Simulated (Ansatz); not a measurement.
Relaxation of C$_{2}$H$_{6}$BN (10 atoms, charge 0, multiplicity 1), to a largest force component of 0.02 eV/Å in at most 50 steps.

The calculation used UKS PBE-D4/def2-SVP (Ansatz).

```xyz
10
Properties=species:S:1:pos:R:3
B -0.690 1.677 -1.350
N -0.006 0.898 -0.667
C 0.720 -0.011 0.117
C -0.192 -1.059 0.757
H -1.304 2.403 -1.981
H 1.012 1.028 -0.833
H 1.252 0.543 0.902
H 0.397 -1.747 1.359
H -0.931 -0.576 1.392
H -0.714 -1.620 -0.014
```

Question: Where does it end, and by what steps?

Answer: It converged. After 10 steps the energy has fallen by 4.479 eV; H6 moved furthest, 1.35 Å. Parted: N2–H6. Joined: C3–H6.

| step | energy less start (eV) | largest force component (eV/Å) | accepted |
| --- | --- | --- | --- |
| 0 | 0.0000 | 2.752 | yes |
| 1 | -0.5858 | 0.856 | yes |
| 2 | -0.8074 | 1.260 | yes |
| 3 | -1.1514 | 2.408 | yes |
| 4 | -1.8452 | 4.265 | yes |
| 5 | -2.8369 | 5.041 | yes |
| 6 | -3.8993 | 2.780 | yes |
| 7 | -4.3041 | 1.251 | yes |
| 8 | -4.4511 | 0.258 | yes |
| 9 | -4.4786 | 0.030 | yes |
| 10 | -4.4790 | 0.013 | yes |

```xyz
10
Properties=species:S:1:pos:R:3
B -0.854 1.883 -1.305
N -0.128 1.100 -0.649
C 0.657 0.194 0.094
C -0.153 -0.976 0.664
H -1.538 2.629 -1.930
H 1.478 -0.203 -0.548
H 1.164 0.733 0.927
H 0.503 -1.664 1.236
H -0.949 -0.608 1.342
H -0.637 -1.551 -0.151
```

The run took 9.3 s on 2 threads of AMD EPYC 9R45 96-Core Processor (Zen 5), on a shared host, peak memory 0.17 GiB.
